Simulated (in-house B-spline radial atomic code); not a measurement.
# Ionising the neodymium ion Nd³⁶⁺ with different functionals

Computed with a radial B-spline atomic code at the basis-set limit: scalar-relativistic (spin-free X2C) Hamiltonian, Fermi nucleus of rms radius 4.9123 fm, spin-polarised at highest spin, spherical fractional occupations for the functionals. The ionisation energy is the difference of two self-consistent energies, [Ar] 3d6 → [Ar] 3d5, without Breit or QED terms; ε is the level of the shell that loses the electron (its least bound occupied spin orbital). There is no spin-orbit coupling in this Hamiltonian.

Hybrids are left out here: with spherical fractional occupations of an open shell their exact exchange keeps a self-interaction that integer-occupation calculations don't have.

```
 method      rung  ΔSCF (eV)  -ε(3d) (eV)
   OLYP       GGA          ?            ?
   AM05       GGA          ?            ?
 r2SCAN  meta-GGA     2520.7       2473.3
   SCAN  meta-GGA     2520.8       2473.4
revTPSS  meta-GGA     2521.5       2473.4
```

(1) What does OLYP give?

(2) What does AM05 give?

(3) How do they compare with the NIST value?

Answers

(1) ΔSCF 2526.1 eV, and -ε(3d) = 2478.0 eV.

(2) ΔSCF 2523.3 eV, and -ε(3d) = 2474.8 eV.

(3) NIST lists 2525 eV ± 5 (tabulated theory, ground level to ground level). Errors run from -4.3 to +1.1 eV; all lie within about twice that uncertainty, so the table can't rank the methods.
